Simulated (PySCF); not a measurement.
Excitation energy of P by level of theory

P [Ne] 3s2 3p3 (4S) → P [Ne] 3s1 3p4 (4P), as a difference of total energies. Computed with PySCF 2.14 in dyall-av3z (19s12p3d2f, 84 functions), with the spin-free X2C one-electron Hamiltonian (Gaussian nucleus). Correlated levels: valence: [Ne] frozen; virtual orbitals above 40 to 60 times the deepest correlated orbital energy dropped. The calculations carry no spin-orbit coupling.

```
           method  excitation energy (eV)
              UHF                   7.972
    MP2 (valence)                   8.106
SCS-MP2 (valence)                   8.136
   CCSD (valence)                   7.665
CCSD(T) (valence)                   7.501
```

Errors of the correlated levels include the incompleteness of this basis and the frozen core.

The coupled-cluster amplitudes are large for the upper state (T1 above 0.03 or a double amplitude above 0.15), so a single reference is strained.

Problem. Which method comes closest to the reference value, and which is furthest?

Solution. The reference is 7.395 eV (measured; NIST levels, between the centres of gravity of the two terms). Closest: CCSD(T) (valence) (error 0.106 eV); furthest: SCS-MP2 (valence) (error 0.741 eV).
